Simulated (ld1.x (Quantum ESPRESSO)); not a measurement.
Ni, PAW: configuration errors across variants

ld1.x (Quantum ESPRESSO) 7.5 input, shortened:

```
&input
   title='Ni', zed=28., rel=1, dft='BLYP', iswitch=3,
   config='[Ar] 3d8 4s2 4p0'
 /
 &inputp
   pseudotype=3, lpaw=.true., tm=.true., lloc=-1, rcloc=1.45,
   nlcc=.true., new_core_ps=.true., rcore=1.55,
   which_augfun='PSQ', rmatch_augfun_nc=.true.
 /
6
4S  1  0   2.00   0.00  1.85  2.45  0.0
4S  1  0   0.00   0.85  1.85  2.45  0.0
4P  2  1   0.00   0.00  3.35  3.85  0.0
4P  2  1   0.00   1.35  3.35  3.85  0.0
3D  3  2   8.00   0.00  1.15  1.55  0.0
3D  3  2   0.00   2.20  1.15  1.55  0.0
 &test
   configts(1)='3d8 4s2 4p0'
 /
```

All-electron excitation energies from the reference (eV): (1) 3d8 4s1 4p0 9.349; (2) 3d8 4s0 4p0 26.898; (3) 3d8 4s0 4p2 9.596; (4) 3d9 4s1 4p0 -1.534; (5) 3d9 4s0 4p0 6.497.

The overlap operator is not positive definite (basis up to 400 Ry) in “base”, “core correction Bessel-smoothed model core inside 1.52 bohr”, “wave 3d channel at 2.2 Ry: rcut 1.15, rcutus 1.55 bohr becomes 3d channel at 4.29 Ry: rcut 1.15, rcutus 1.55 bohr”, “waves 3d (bound): rcut 1.15, rcutus 1.70 bohr; 3d channel at 2.2 Ry: rcut 1.15, rcutus 1.70 bohr”, “waves 4p (bound): rcut 3.08, rcutus 3.26 bohr; 4p channel at 1.35 Ry: rcut 3.08, rcutus 3.26 bohr”, “waves 4s (bound): rcut 1.85, rcutus 2.66 bohr; 4s channel at 0.85 Ry: rcut 1.85, rcutus 2.66 bohr”, “local potential all-electron potential smoothed inside 3.50 bohr (lloc = -1)”. Such files are unfit for use, however small their errors in these radial tests.

Tests that are not counted but printed errors over 1 eV. “base”: 3d7 4s0 4p0 (solver errors, printed error -677 eV); 3d7 4s2 4p1 (solver errors, printed error -34.5 eV). “core correction Bessel-smoothed model core inside 1.52 bohr”: 3d7 4s0 4p0 (solver errors, printed error -677 eV); 3d7 4s2 4p1 (solver errors, printed error -34.5 eV). “waves 4p (bound): rcut 3.08, rcutus 3.26 bohr; 4p channel at 1.35 Ry: rcut 3.08, rcutus 3.26 bohr”: 3d7 4s0 4p0 (solver errors, printed error -677 eV); 3d7 4s2 4p1 (solver errors, printed error -884 eV). “waves 4s (bound): rcut 1.85, rcutus 2.66 bohr; 4s channel at 0.85 Ry: rcut 1.85, rcutus 2.66 bohr”: 3d7 4s0 4p0 (solver errors, printed error -677 eV); 3d7 4s2 4p1 (solver errors, printed error -34.5 eV). “local potential all-electron potential smoothed inside 3.50 bohr (lloc = -1)”: 3d9 4s1 4p0 (solver errors, printed error -1027 eV); 3d9 4s0 4p0 (solver errors, printed error -947 eV); 1 more.

3 further variants failed, have other tests or another functional or relativity, and are left out.

Errors AE − PS in meV (a dash: test not solved or not reliable):

```tsv
change	(1)	(2)	(3)	(4)	(5)	bound ghosts
base	-0.9	-9.3	-2.6	-56	-95	not determined (overlap not positive)
core correction Bessel-smoothed model core inside 1.52 bohr	-0.9	-9.3	-2.6	-56	-95	not determined (overlap not positive)
wave 3d channel at 2.2 Ry: rcut 1.15, rcutus 1.55 bohr becomes 3d channel at 4.29 Ry: rcut 1.15, rcutus 1.55 bohr	-1.6	-13	-3.6	-52	-89	not determined (overlap not positive)
waves 3d (bound): rcut 1.15, rcutus 1.70 bohr; 3d channel at 2.2 Ry: rcut 1.15, rcutus 1.70 bohr	-2.3	-17	-3.6	-53	-103	not determined (overlap not positive)
waves 4p (bound): rcut 3.08, rcutus 3.26 bohr; 4p channel at 1.35 Ry: rcut 3.08, rcutus 3.26 bohr	-0.9	-9.3	+0.8	-56	-95	not determined (overlap not positive)
waves 4s (bound): rcut 1.85, rcutus 2.66 bohr; 4s channel at 0.85 Ry: rcut 1.85, rcutus 2.66 bohr	+2.3	-9.2	-2.6	-49	-95	not determined (overlap not positive)
local potential all-electron potential smoothed inside 3.50 bohr (lloc = -1)	-3.2	-15	-3.6	–	–	not determined (overlap not positive)
```

(1) Give the same row for: local potential all-electron potential smoothed inside 2.30 bohr (lloc = -1).

## Answers

(1) -2.3, -10, -3.8, -59, –; bound ghosts: none. Not counted: 3d7 4s0 4p0 (solver errors, printed error -677 eV); 3d9 4s0 4p0 (solver errors, printed error -947 eV).
